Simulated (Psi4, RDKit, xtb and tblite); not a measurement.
Two geometries of C₅H₁₀O, SMILES CC(C)CC=O, relaxed at GFN2-xTB with one dihedral held; other torsions can differ between them too.

Structure A

```
16

C      1.7188    -1.2129    -1.0085
C      1.8737    -0.7016     0.4217
C      1.5820    -1.8155     1.4239
C      0.9688     0.5153     0.6731
C      1.7167     1.7555     1.0644
O      2.9041     1.8624     1.1807
H      1.9590    -0.4302    -1.7245
H      0.6985    -1.5485    -1.1870
H      2.3885    -2.0513    -1.1849
H      2.9101    -0.3750     0.5610
H      1.7189    -1.4603     2.4429
H      2.2548    -2.6546     1.2638
H      0.5593    -2.1726     1.3129
H      0.2439     0.3138     1.4664
H      0.3853     0.7652    -0.2174
H      1.0479     2.6220     1.2487
```

Structure B

```
16

C     -1.4883     0.9619     0.8054
C     -0.3753     0.1582     0.1386
C     -0.6382    -1.3384     0.2929
C      0.9813     0.5207     0.7578
C      2.1074    -0.2456     0.1331
O      2.9800    -0.8149     0.7249
H     -1.3184     2.0301     0.6900
H     -1.5358     0.7338     1.8678
H     -2.4499     0.7184     0.3600
H     -0.3491     0.4045    -0.9289
H      0.1409    -1.9210    -0.1940
H     -1.5954    -1.6048    -0.1496
H     -0.6589    -1.6113     1.3458
H      0.9725     0.3359     1.8338
H      1.1829     1.5830     0.5920
H      2.0823    -0.2382    -0.9767
```

Task: Which is lower in energy at the level PBE0-D3(BJ)/def2-TZVP // GFN2-xTB (Psi4), and by how much?

Result: B is lower, by 1.50 kcal/mol (dihedral C1–C2–C4–C5: -120° in A, 180° in B).

E(B) − E(A) in kcal/mol at the other levels, on the same two geometries: GFN2-xTB (xtb and tblite) -1.50; MMFF94 // GFN2-xTB (RDKit) -1.95; PBE0/def2-TZVP // GFN2-xTB (Psi4) -1.38.
